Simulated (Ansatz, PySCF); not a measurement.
This PySCF input computes a PBE/def2-TZVPD energy:

```python
from pyscf import gto, scf, dft

mol = gto.M(
    atom='''
    Sn   -0.18070202   -0.06619543    0.31402801
    F     1.82466234    0.14524483    0.28065493
    F    -0.25944832   -1.35532571   -1.23492295
    F    -0.56131392    1.57783327   -0.79033206
    ''',
    basis='def2-tzvpd',
    ecp='def2-tzvp',
    charge=-1,
    spin=0,
    verbose=4,
)

mf = dft.RKS(mol, xc='pbe').density_fit(auxbasis='def2-universal-jkfit')
mf.grids.level = 3
mf.conv_tol = 1e-9
mf.max_cycle = 100
mf.max_memory = 1500
mf.kernel()
if not mf.converged:
    mf = mf.newton()
    mf.kernel(mf.make_rdm1())
mf.analyze()
```

Q: Write an input for the same energy in Ansatz (a quantum-chemistry and plane-wave program) and say what it gives.

A: 
Ansatz 0.2 input:
```yaml
crystal:
  periodic: [false, false, false]
  atoms:
    - {symbol: Sn, position_ang: [-0.18070202, -0.06619543, 0.31402801]}
    - {symbol: F, position_ang: [1.82466234, 0.14524483, 0.28065493]}
    - {symbol: F, position_ang: [-0.25944832, -1.35532571, -1.23492295]}
    - {symbol: F, position_ang: [-0.56131392, 1.57783327, -0.79033206]}
basis:
  gaussian:
    orbitals: def2-TZVPD
hamiltonian:
  xc: {name: PBE}
total_charge: -1
output: {forces: true}
```
It gives -513.91430 Eh, and PySCF -513.91436 Eh, a difference of 0.06 mEh, from the treatment of integrals and grids.

It need not be the lowest isomer of its formula. Whether it binds its extra electron was not tested at this geometry.
